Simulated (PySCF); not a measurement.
# Yb³⁹⁺: ionisation energy

Yb³⁹⁺ [Ar] 3d10 4s2 4p1 [4p1/2^1, M_J = 1/2] → Yb⁴⁰⁺ [Ar] 3d10 4s2, as a difference of total energies. Computed with PySCF 2.14 in an uncontracted even-tempered set (16 s from 4.6 bohr⁻², ratio 2.8; 13 p from 5.9 bohr⁻², ratio 2.8; 8 d from 11 bohr⁻², ratio 2.8; 4 f from 25 bohr⁻², ratio 3), with the two-component X2C-1e Hamiltonian. Correlated levels: [Ne] frozen; the 72 highest virtual spinors dropped. "Screened" scales the spin-orbit matrix elements by Boettger's factors to mimic the two-electron term; Breit and QED terms are absent.

```
                    method  ionisation energy (eV)
           GHF (spin-free)                  1788.6
          GMP2 (spin-free)                  1789.4
 GHF (screened spin-orbit)                  1840.0
GMP2 (screened spin-orbit)                  1840.7
```

Breit and QED terms and the two-electron picture change are absent.

The spin-free rows lack the spin-orbit shift.

For comparison: 1845 ± 4 eV (theoretical estimate listed by NIST; NIST Atomic Spectra Database, ionization energies).
